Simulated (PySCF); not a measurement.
## Correlation energy of Sc¹⁹⁺ (scandium, charge +19)

Starting occupation: 1s2. All numbers are calculated (PySCF 2.14, X2C-1e with screened-nucleus spin-orbit coupling, Gaussian nucleus, in an uncontracted even-tempered set (17 s from 1.9 bohr⁻², ratio 2.6; 11 p from 2.4 bohr⁻², ratio 2.6; 6 d from 2.5 bohr⁻², ratio 2.8; 3 f from 120 bohr⁻², ratio 2.8)). Frozen: nothing; 2 electrons correlated; the 34 highest virtual spinors left out.

Total MP2 correlation energy: -46.11 mhartree.

With two correlated electrons CCSD is exact within the correlated space (frozen core and kept virtual orbitals).

The virtual space was cut to 52 spinors, which keep -43.67 of the -46.11 mhartree of MP2 correlation.

| level | correlation energy (mhartree) |
| --- | --- |
| CCSD | -44.37 |

Diagnostics: T1 = 5.4e-06, largest double amplitude 0.003.

Cost of the coupled-cluster step: about 4 core-seconds, for 2 occupied and 52 virtual spinors.

Iterations:

```
Init t2, MP2 energy = -0.0436677808783708
CCSD nocc = 2, nmo = 54
Init t2, MP2 energy = -0.0436677808783708
Init E_corr(GCCSD) = -0.0436677808783708
cycle = 1  E_corr(GCCSD) = -0.0443537559151896  dE = -0.000685975037  norm(t1,t2) = 0.000155434
cycle = 2  E_corr(GCCSD) = -0.0443684352412642  dE = -1.46793261e-05  norm(t1,t2) = 4.00759e-06
cycle = 3  E_corr(GCCSD) = -0.044368804174681  dE = -3.68933417e-07  norm(t1,t2) = 1.19311e-07
cycle = 4  E_corr(GCCSD) = -0.0443688036714148  dE = 5.03266241e-10  norm(t1,t2) = 9.78812e-10
GCCSD converged
E(GCCSD) = -430.47584854966  E_corr = -0.04436880367141476
```

The coupled-cluster values are those of the cut space; adding the MP2 remainder, -2.44 mhartree, estimates the full space.
